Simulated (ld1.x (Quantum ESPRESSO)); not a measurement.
## titanium (Ti): variants of one TM potential

Base potential:

```
Element                 : titanium
Generator               : ld1.x (Quantum ESPRESSO) 7.5
Type                    : norm-conserving Troullier–Martins (Kleinman–Bylander form)
Functional              : PBE
Relativity              : scalar-relativistic
Frozen core             : [Ne] 3s2
Valence charge          : 10
Reference configuration : 3p6 3d2 4s2 4p0
Partial waves           : 4s (bound): rc 3.00 bohr; 3p (bound): rc 1.30 bohr; 3d (bound): rc 2.35 bohr
Local potential         : the d channel
Core correction         : Bessel-smoothed model core inside 0.95 bohr
```

Cutoffs, loose and tight: the cutoffs (Ry, on a coarse ladder) from which the occupation-weighted sum of valence levels, in a spherical-Bessel basis at the reference potential, stays within 10 and 1 mRy of its value at 400 Ry. They do not see the model core or the augmentation charge, which bear on the density cutoff. Test errors are all-electron minus pseudo excitation energies from the reference, over the configurations 3p6 3d2 4s1 4p0; 3p6 3d2 4s0 4p0; 3p6 3d1 4s0 4p0; 3p6 3d1 4s2 4p0; 3p6 3d2 4s0 4p2; 3p5 3d2 4s2 4p0; 3p6 3d2.5 4s1.5 4p0. A dash means not determined; rows that change the core or the reference have their own tests.

A true bound ghost makes a file unfit for plane-wave use even where its test errors are small: the radial tests pick states by their node count and pass the ghost by.

```tsv
change	outcome	cutoff, loose	cutoff, tight	bound ghosts	largest test error (meV)
base	generated	45 Ry	80 Ry	s	-518
all radii but the core radius scaled by about 0.76 (s 2.28, p 0.98, d 1.78 bohr)	generated	80 Ry	160 Ry	s	-169
all radii but the core radius scaled by about 0.82 (s 2.44, p 1.06, d 1.92 bohr)	generated	80 Ry	140 Ry	s	-236
all radii but the core radius scaled by about 0.91 (s 2.74, p 1.18, d 2.14 bohr)	generated	70 Ry	100 Ry	s	-354
all radii but the core radius scaled by about 1.09 (s 3.28, p 1.42, d 2.56 bohr)	generated	40 Ry	80 Ry	s	-682
all radii but the core radius scaled by about 1.15 (s 3.44, p 1.48, d 2.70 bohr)	generated	40 Ry	80 Ry	s	-821
all radii but the core radius scaled by about 1.32 (s 3.96, p 1.72, d 3.10 bohr)	generated	40 Ry	70 Ry	s	-1518
all radii but the core radius scaled by about 1.39 (s 4.18, p 1.80, d 3.26 bohr)	generated	40 Ry	70 Ry	s	-1935
```

(1) What comes out with this change to the base: all radii but the core radius scaled by about 1.24 (s 3.72, p 1.62, d 2.92 bohr)?

Answers

(1) outcome: generated; cutoff, loose: 40 Ry; cutoff, tight: 70 Ry; bound ghosts: s; largest test error (meV): -1209.

Reading the sweep of the scale of all radii but the core radius (base = 1) (base included, trends over the rows without a ghost): Bound ghosts are found at 0.76, 0.82, 0.91, 1, 1.09, 1.15, 1.24, 1.32, 1.39. Every judged row has one, so this setting neither creates nor removes them.
